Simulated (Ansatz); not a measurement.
```yaml
crystal:
  periodic: [false, false, false]
  atoms:
    - {symbol: C, position_ang: [-4.227721, 0.136960, 0.953078]}
    - {symbol: Si, position_ang: [-0.143328, 0.005122, 1.550962]}
    - {symbol: Ga, position_ang: [2.693602, -3.795080, -0.825486]}
    - {symbol: C, position_ang: [1.828205, 2.862237, -0.852499]}
    - {symbol: F, position_ang: [3.538983, 1.200318, -2.906491]}
    - {symbol: H, position_ang: [-5.143012, 2.261035, 1.610150]}
    - {symbol: H, position_ang: [-5.325234, -1.566673, 2.245902]}
    - {symbol: H, position_ang: [-4.760658, -0.239649, -1.359949]}
    - {symbol: H, position_ang: [0.500917, 0.687507, 4.697247]}
    - {symbol: H, position_ang: [5.878426, -4.581676, 0.270275]}
    - {symbol: H, position_ang: [1.399141, -5.482378, -3.558329]}
    - {symbol: H, position_ang: [3.380287, 4.252767, 0.341611]}
    - {symbol: H, position_ang: [0.380391, 4.259509, -2.166471]}
basis:
  gaussian: {orbitals: def2-TZVPD}
hamiltonian: {xc: {name: LC-wPBE}}
output: {forces: true}
```

```sh
$ ansatz run in.yaml --threads 4 --pin off --events-out ev --progress --plain --max-ram 10444MiB
```

Shortened log:

```
Functional definition: LC-wPBE
1604 factors; their error is unknown
767 factors; integrals over basis functions are off by at most 5.9e-5 eV
mean field evaluation 1: about -65096.3683 eV, gradient 6.5e1 eV
mean field evaluation 2: about -64738.7283 eV, gradient 1.8e2 eV
mean field evaluation 4: about -65095.5729 eV, gradient 6.8e1 eV
mean field evaluation 8: about -65111.7885 eV, gradient 2.7e0 eV
mean field evaluation 16: about -65111.8056 eV, gradient 5.3e-3 eV
mean field -65111.80563473 eV, -2392.8147227095 hartree, gradient 3.8e-8 eV, S^2 0.000000; 6 other end points of the search recorded, 0 dependent functions left out
reference -65111.80563475 eV, -2392.8147227101 hartree; 37, 37 occupied and 246, 246 virtual orbitals, 1604 factors
Total energy: -65111.80563475 eV, -2392.8147227101 hartree
Atom 0 at    -4.227721     0.136960     0.953078 Å, force    -1.888919     0.066063    -0.212565 eV/Å
Atom 1 at    -0.143328     0.005122     1.550962 Å, force    -0.301033     0.574570     1.697404 eV/Å
Atom 2 at     2.693602    -3.795080    -0.825486 Å, force     0.558052    -0.430807    -0.533510 eV/Å
Atom 3 at     1.828205     2.862237    -0.852499 Å, force     0.213838     2.854249    -0.249230 eV/Å
Atom 4 at     3.538983     1.200318    -2.906491 Å, force    -0.321833    -0.015562     0.444265 eV/Å
Atom 5 at    -5.143012     2.261035     1.610150 Å, force     0.962065    -2.389902    -0.750406 eV/Å
Atom 6 at    -5.325234    -1.566673     2.245902 Å, force     1.166653     1.882346    -1.436435 eV/Å
Atom 7 at    -4.760658    -0.239649    -1.359949 Å, force     0.544908     0.413694     2.534928 eV/Å
Atom 8 at     0.500917     0.687507     4.697247 Å, force    -0.411816    -0.414087    -1.938547 eV/Å
Atom 9 at     5.878426    -4.581676     0.270275 Å, force    -0.756762     0.206509    -0.239900 eV/Å
Atom 10 at     1.399141    -5.482378    -3.558329 Å, force     0.272876     0.409413     0.633454 eV/Å
Atom 11 at     3.380287     4.252767     0.341611 Å, force    -1.945487    -1.571310    -1.584528 eV/Å
Atom 12 at     0.380391     4.259509    -2.166471 Å, force     1.907459    -1.585177     1.635071 eV/Å
Dipole moment:     0.144452    -2.466334     1.498527 e Å
```

Problem. What is wrong with this run?

Solution. The geometry is stretched to more than twice its size. The calculation finished and met its thresholds. The result belongs to that input, not to the molecule as meant.
